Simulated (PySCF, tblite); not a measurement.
Species: C5H10BNO3.
Z-matrix (Å and degrees, GFN2-xTB geometry), rows numbered from 1:
```
C 
C   1  1.3238
C   2  1.4866  1  121.18
O   3  1.2182  2  123.57  1     0.53
N   3  1.3523  2  113.90  1  -178.82
C   5  1.4488  3  122.11  2  -176.57
B   6  1.6062  5  112.25  3   152.82
O   7  1.3588  6  122.77  5  -174.26
O   7  1.3457  6  116.52  5     6.69
C   9  1.4137  7  123.67  6   178.89
H   1  1.0768  2  122.79  3   179.82
H   1  1.0780  2  119.69  3    -0.10
H   2  1.0815  1  121.99  3  -179.91
H   5  1.0068  3  121.06  2    -6.61
H   6  1.0961  5  107.26  3    29.06
H   6  1.0999  5  109.06  3   -84.83
H   8  0.9552  7  116.43  6     2.05
H  10  1.0921  9  108.87  7  -105.65
H  10  1.0897  9  111.13  7    14.92
H  10  1.0911  9  107.94  7   135.71
```

Jobs on this species (20 atoms, 76 electrons) with PySCF (density fitting) and tblite. Hardware of each: an Arm Neoverse V1 with one thread (shared host). Other jobs ran on the host; a repeat could differ by tens of per cent or more.

```csv
level and settings,work,basis functions,SCF cycles,wall time
GFN2-xTB,Hessian by finite differences,–,–,0.8 s
PBE0/pcSseg-1,"shieldings, charges and field gradients, density and orbital grids written",220,?,?
GFN2-xTB,L-BFGS relaxation,–,–,1.2 s
```

Task: Fill in the missing figures.

Result: 
- PBE0/pcSseg-1; shieldings, charges and field gradients, density and orbital grids written: 56 s, 15 SCF cycles

Task: What do all jobs in the table cost together?

Result: About 58 s; the longest takes about 97 % of that, and about 70 times as long as the shortest.
